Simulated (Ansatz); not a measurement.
Results of the Gaussian-basis code of Ansatz.

A structure relaxed at PBE0-D4/def2-TZVP, charge 0, multiplicity 1:

```xyz
14

N    -0.2209    1.6452   -1.4015
Si   -0.6663    0.1016   -0.8238
Si   -1.5674    0.4111    1.3195
O     0.5501   -1.0054   -0.7448
Si    1.8587   -1.4698    0.1142
H     0.2466    2.3202   -0.8197
H    -0.0624    1.8220   -2.3800
H    -1.6330   -0.4540   -1.8024
H    -1.6824   -0.8763    2.0575
H    -2.9171    1.0317    1.2324
H    -0.6903    1.3209    2.1115
H     1.6773   -1.1306    1.5530
H     2.0310   -2.9362   -0.0280
H     3.0762   -0.7806   -0.3878
```

Q: Give its formula and SMILES.

A: H9NOSi3, `N[SiH]([SiH3])O[SiH3]`.

Q: Point group (tolerance 0.08 Å, 0.16 Å for H)?

A: C1.

Q: Summarise the bond lengths by kind.

A: 1 × N–Si 1.707 Å; 2 × H–N 1.006 to 1.007 Å; 1 × Si–Si 2.346 Å; 2 × O–Si 1.633 to 1.647 Å; 7 × H–Si 1.483 to 1.491 Å.
